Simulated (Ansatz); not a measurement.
Geometry optimisation, RHF/def2-SVP in Ansatz.

input.yaml

```yaml
crystal:
  periodic: [false, false, false]
  atoms:
    - { symbol: Ga, position_ang: [0.171362, -0.036517, 0.261308] }
    - { symbol: H, position_ang: [0.523058, -0.365855, 1.735306] }
    - { symbol: C, position_ang: [2.107206, 0.057316, 0.007034] }
    - { symbol: H, position_ang: [2.443123, -0.91804, 0.370321] }
    - { symbol: H, position_ang: [2.615455, 0.279099, -0.932276] }
    - { symbol: H, position_ang: [2.409277, 0.794675, 0.756145] }
    - { symbol: Cl, position_ang: [-1.63958, 0.189223, -0.855638] }
basis:
  gaussian: { orbitals: def2-SVP }
hamiltonian:
  xc: hf
relax:
  f_tol: 0.03
  max_steps: 50
```

Run as:

```bash
$ ansatz run input.yaml --threads 1 --pin off --max-ram 2048MiB --backend cpu --events-out ev --progress --plain --runs-dir out
```

Task: Where does it end, and by what steps?

Result: The forces met the threshold. After 8 steps the energy has fallen by 0.908 eV; H2 moved furthest, 0.81 Å.

| step | energy less start (eV) | largest force component (eV/Å) | accepted |
| --- | --- | --- | --- |
| 0 | 0.0000 | 1.576 | yes |
| 1 | -0.3965 | 1.007 | yes |
| 2 | -0.6206 | 0.646 | yes |
| 3 | -0.7863 | 0.558 | yes |
| 4 | -0.8784 | 0.469 | yes |
| 5 | -0.9042 | 0.122 | yes |
| 6 | -0.9068 | 0.053 | yes |
| 7 | -0.9070 | 0.076 | yes |
| 8 | -0.9085 | 0.004 | yes |

```xyz
7
Properties=species:S:1:pos:R:3
Ga 0.300 -0.106 0.580
H -0.241 -0.443 2.008
C 2.176 0.062 -0.004
H 2.715 -0.871 0.179
H 2.245 0.302 -1.065
H 2.681 0.846 0.566
Cl -1.248 0.211 -0.920
```

Time of the run: 18 s on 1 thread of AMD EPYC 7R43 64-Core Processor (Zen 3), with other jobs on the host, peak memory 0.17 GiB.
